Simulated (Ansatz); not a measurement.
Cl3HOTi (`[OH][Ti]([Cl])([Cl])[Cl]`). The species carries charge 0 and has multiplicity 1.

Cartesian coordinates in Å:
```
O -0.1675 0.9059 1.0440
Ti 0.0562 -0.1349 -0.3386
Cl 0.3543 1.0814 -2.1226
Cl 1.7874 -1.4134 0.0023
Cl -1.7025 -1.3999 -0.5719
H -0.3279 0.9609 1.9868
```

What are the harmonic wavenumbers in cm⁻¹ at PBE0-D4/def2-TZVP (Ansatz, finite differences of forces, unscaled)? (Best estimate.)

Ansatz gave: 81, 117, 118, 141, 174, 204, 260, 413, 498, 510, 837, 3932.

Is this a minimum?

Yes, all 12 modes are real.

Give the ideal-gas thermochemistry at 298.15 K and 1 bar (rigid rotor, harmonic oscillator; point group Cs, symmetry number 1).

Zero-point energy 43.6 kJ/mol; H(298) − E = 67.3 kJ/mol; entropy 384.8 J/(mol·K), of which translation 173.0, rotation 122.0, vibration 89.9; G(298) − E = -47.4 kJ/mol. Modes under 100 cm⁻¹ are hindered rotations or soft bends, so the harmonic entropy is rough.

And at 400, 500, 600, 800 and 1000 K?


| T (K) | H − E (kJ/mol) | S (J/mol/K) | G − E (kJ/mol) |
| --- | --- | --- | --- |
| 400 | 78.6 | 417.3 | -88.3 |
| 500 | 90.2 | 443.1 | -131.4 |
| 600 | 102.0 | 464.6 | -176.8 |
| 800 | 126.1 | 499.3 | -273.3 |
| 1000 | 150.6 | 526.7 | -376.0 |
